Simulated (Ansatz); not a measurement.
`[GeH3][Se]`• → Ge• + 3 H• + Se•  (atomization)

Program: Ansatz. Geometries: PBE0-D4/def2-TZVP. ΔE: electronic, gas phase. CCSD(T)/CBS adds triple-zeta CCSD(T) − MP2 to the extrapolated MP2 energy (def2 sets, frozen cores). This one scheme is used for every species, atoms too. Functionals use def2-TZVPP. B3LYP here is the variant with VWN-RPA as its local correlation; programs differ in this. HSE06 is defined as in plane-wave codes. Open shells (•) are unrestricted, without spin–orbit coupling. Spin–orbit coupling would lower the free atoms: clearly for Ge, Se. For Ge, Se outer-core shells are correlated without core-valence functions, so the limit isn't a true one: a few kJ/mol of doubt a bond, and 10 to 20 or more in all where bonds break to atoms. Scalar relativity is left out up to krypton.

```csv
level,ΔE (kJ/mol),difference from CCSD(T)/CBS
LDA (SPW92),1311.0,148.9
revPBE-D4,1121.6,-40.5
BLYP-D4,1136.8,-25.3
r2SCAN-D4,1165.8,3.7
B97M-V,1178.5,16.4
PBE0-D4,1140.8,-21.3
B3LYP-D4,1150.3,-11.8
r2SCANh-D4,1160.6,-1.5
r2SCAN0-D4,1153.8,-8.3
HSE06-D4,1140.2,-21.9
BHLYP-D4,1137.3,-24.8
CAM-B3LYP-D4,1154.0,-8.1
ωB97X-V,1171.6,9.5
ωB97M-V,1143.1,-19.0
B2PLYP,1135.5,-26.6
PBE,1137.7,-24.4
revPBE,1100.6,-61.5
BLYP,1119.2,-42.9
r2SCAN,1164.1,2.0
B3LYP,1136.9,-25.2
r2SCANh,1158.7,-3.4
r2SCAN0,1151.7,-10.4
HSE06,1133.7,-28.4
BHLYP,1125.1,-37.0
CAM-B3LYP,1146.9,-15.2
LC-ωPBE,1130.9,-31.2
HF/def2-SVP,829.9,-332.2
MP2/def2-SVP,1052.2,-109.9
CCSD(T)/def2-SVP,1071.7,-90.4
HF/def2-TZVPP,834.5,-327.6
SCS-MP2/def2-TZVPP,1129.2,-32.9
CCSD(T)/def2-TZVPP,1140.3,-21.8
HF/def2-QZVPP,834.0,-328.1
MP2/def2-QZVPP,1128.3,-33.8
SCS-MP2/def2-QZVPP,1145.2,-16.9
CCSD/def2-QZVPP,1141.2,-20.9
CCSD(T)/def2-QZVPP,1156.8,-5.3
HF/CBS(def2),834.0,-328.1
MP2/CBS(def2),1137.8,-24.3
CCSD/CBS(def2),1148.7,-13.4
CCSD(T)/CBS,1162.1,0
```

Largest T1 diagnostic among the species: 0.011.

Leaving LDA and LC-ωPBE aside and taking each functional with its dispersion term where it has one, the values spread over 56.9 kJ/mol, from revPBE-D4 to B97M-V. LDA lies +173.4 kJ/mol from PBE without D4, its usual overbinding. From BLYP to BHLYP (50 % exact exchange), in def2-TZVPP and without D4, ΔE moves by +5.9 kJ/mol.

For atomizations the MP2-based limit and the directly extrapolated one differ by several kJ/mol either way, and by 10 to 25 for some Ge, Se and Sn compounds, so smaller differences from it don't rank the levels.
